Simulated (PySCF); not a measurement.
(MgO)2 ring, Mg2O2.
Cartesian coordinates in Å at the PBE0-D3(BJ)/def2-SVP level; atoms count from 1:
```xyz
4
Mg2O2 angstrom
Mg    -0.6240   -0.6620   -0.8074
O      1.2205   -0.3660   -0.6434
Mg     0.6240    0.6619    0.8074
O     -1.2205    0.3660    0.6435
```

Jobs on this species (4 atoms, 40 electrons) with PySCF (density fitting). Hardware of each: one thread, Arm Neoverse V2, shared host. Times come from a shared host and carry two figures at best.

```tsv
level and settings	work	basis functions	SCF cycles	wall time
PBE0/pcSseg-1	shieldings, charges and field gradients	66	?	?
KT2/pcSseg-1	shieldings	66	?	?
B3LYP/def2-SVPD	10 singlets by full TDDFT, 4 Tamm–Dancoff triplets, polarisability	88	14	2.8 s
PBE0-D3(BJ)/def2-SVP, grid level 1	geometry optimisation from a GFN2-xTB start	64	36	4.5 s
delta-SCF UKS SCAN, pcX-2 on the ionised atom, pcseg-1 elsewhere, spin-free X2C	ΔSCF core ionisation, 2 holes	83	36	2.2 s
```

Question: Fill in the missing figures.

Answer: 
- PBE0/pcSseg-1; shieldings, charges and field gradients: 2.0 s, 15 SCF cycles
- KT2/pcSseg-1; shieldings: 2.4 s, 16 SCF cycles

Question: What do all jobs in the table cost together?

Answer: About 14 s; the longest takes about 32 % of that, and about 2.2 times as long as the shortest.
